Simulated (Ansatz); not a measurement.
Geometry optimisation, RKS CAM-B3LYP-D4/def2-SVP in Ansatz 0.2.0.

Input file:

```yaml
crystal:
  periodic: [false, false, false]
  atoms:
    - { symbol: In, position_ang: [1.1997, 0.8859, 1.2942] }
    - { symbol: O, position_ang: [-0.2178, 1.2523, -0.6498] }
    - { symbol: O, position_ang: [-0.7583, -0.6005, 0.8432] }
    - { symbol: O, position_ang: [1.3269, -0.7778, -0.5528] }
    - { symbol: H, position_ang: [-0.3836, 0.1113, -0.0936] }
    - { symbol: H, position_ang: [0.4223, -0.3374, -0.4713] }
    - { symbol: H, position_ang: [-1.0674, 1.6242, -0.8895] }
    - { symbol: H, position_ang: [-1.6892, -0.4377, 0.9885] }
    - { symbol: H, position_ang: [1.1675, -1.7204, -0.4689] }
basis:
  gaussian: { orbitals: def2-SVP }
hamiltonian:
  xc: cam_b3lyp
  dispersion: d4
relax:
  f_tol: 0.15
  max_steps: 25
  restrain:
    - { distance: [0, 5], at: 1.73, k: 30.0 }
    - { distance: [4, 1], at: 0.97, k: 30.0 }
    - { distance: [0, 1], at: 3.38, k: 30.0 }
    - { distance: [4, 5], at: 1.92, k: 30.0 }
```

Command:

```bash
$ ansatz run input.yaml --threads 2 --pin off --max-ram 3072MiB --backend cpu --events-out ev --progress --plain --runs-dir out
```

Task: Where does it end, and by what steps?

Result: The run converged. The restraints hold the end off the free minimum. After 9 steps the energy has fallen by 0.872 eV (the restraints' own energy left out); H6 moved furthest, 0.74 Å. Parted: In1–O2. Joined: In1–H6, O2–H5.

| step | energy less start (eV) | largest force component (eV/Å) | accepted |
| --- | --- | --- | --- |
| 0 | 0.0000 | 5.123 | yes |
| 1 | -0.6571 | 3.362 | yes |
| 2 | -0.5246 | 4.467 | yes |
| 3 | -0.3429 | 2.547 | yes |
| 4 | -0.2626 | 2.698 | yes |
| 5 | -0.6894 | 3.133 | yes |
| 6 | -0.8132 | 3.202 | yes |
| 7 | -0.8510 | 3.340 | yes |
| 8 | -0.9163 | 3.199 | no |
| 9 | -0.8718 | 3.375 | yes |

```xyz
9
Properties=species:S:1:pos:R:3
In 1.195 0.269 1.547
O -0.561 1.035 -1.222
O -0.645 -0.615 0.902
O 1.511 -0.821 -0.475
H -0.835 0.397 -0.527
H 1.040 0.021 -0.275
H -1.030 1.850 -1.000
H -1.419 -0.708 1.470
H 0.745 -1.428 -0.420
```

Whether the end is a true minimum wasn't checked by a vibrational analysis.

The run took 33 s on 2 threads of Arm Neoverse V1, on a shared host, peak memory 0.24 GiB.
